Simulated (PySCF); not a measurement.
Species: C3H6N2Si.
InChI=1S/C3H6N2Si/c4-2-1-3-5-6/h3H,1H2,6H3/b5-3-

Torsions of this conformer, `[N:1]#[C:2][CH2:3]/[CH:4]=[N:5]\[SiH3:6]`: C2–C3–C4–N5 140°.

The closed-shell ground state was solved at several levels (PySCF, density fitting, gas phase, non-relativistic). Isolated species at its PBE0-D3(BJ)/def2-SVP geometry (one conformer only).

```tsv
level	basis functions	total energy (Eh)	HOMO (eV)	LUMO (eV)	gap (eV)	dipole (D)
PBE0/pcSseg-2	307	-516.5956	-7.57	-1.48	6.09	3.25
PBE0/def2-SVP	118	-516.2341	-7.42	-1.29	6.13	3.07
PBE0/aug-cc-pVDZ	196	-516.5190	-7.53	-1.44	6.09	3.26
B3LYP/pcSseg-1	139	-516.8859	-7.30	-1.62	5.68	3.19
wB97X-D/pcSseg-1	139	-516.7665	-9.43	0.43	9.86	3.20
PBE0/6-31G*	100	-516.4708	-7.34	-1.12	6.22	3.13
CAM-B3LYP/pcSseg-1	139	-516.7495	-8.90	-0.16	8.74	3.19
PBE0/def2-TZVP	228	-516.5901	-7.56	-1.45	6.11	3.20
mPW1PW91/pcSseg-1	139	-516.8020	-7.58	-1.42	6.16	3.21
PBE0/6-31G	70	-516.3588	-7.12	-1.02	6.10	3.40
```

**Question.** What might B97-D/pcSseg-1 (139 basis functions) give for the same quantities?

**Answer.** Total energy -516.6859 Eh, HOMO -6.17 eV, LUMO -2.37 eV, gap 3.80 eV, dipole 3.18 D.

**Question.** Over all these levels, which gives the widest orbital gap and which the narrowest?

**Answer.** wB97X-D/pcSseg-1 (range-separated hybrid) has the widest, 9.86 eV, and B97-D/pcSseg-1 (GGA) the narrowest, 3.80 eV. The two share the basis. From the narrowest to the widest the HOMO moves by -3.26 eV and the LUMO by +2.80 eV.

**Question.** How much does the basis alone move the frontier levels among the 6 PBE0 rows?

**Answer.** The HOMO by 0.45 eV and the LUMO by 0.46 eV. By rising basis size (HOMO, LUMO in eV): 6-31G -7.12, -1.02; 6-31G* -7.34, -1.12; def2-SVP -7.42, -1.29; aug-cc-pVDZ -7.53, -1.44; def2-TZVP -7.56, -1.45; pcSseg-2 -7.57, -1.48.

**Question.** In the pcSseg-1 basis, how does the gap go with the fixed share of exact exchange?

**Answer.** B97-D (0 %) 3.80 eV; B3LYP (20 %) 5.68 eV; mPW1PW91 (25 %) 6.16 eV. Each rise in the share widens the gap here.

**Question.** How far do the dipole and the HOMO energy spread over the levels?

**Answer.** The dipole runs from 3.07 to 3.40 D (mean 3.21 D) and the HOMO from -9.43 to -6.17 eV.

The pairwise dispersion term of B97-D and wB97X-D wasn't added to the energies; at a given geometry it leaves orbitals and properties as they are.
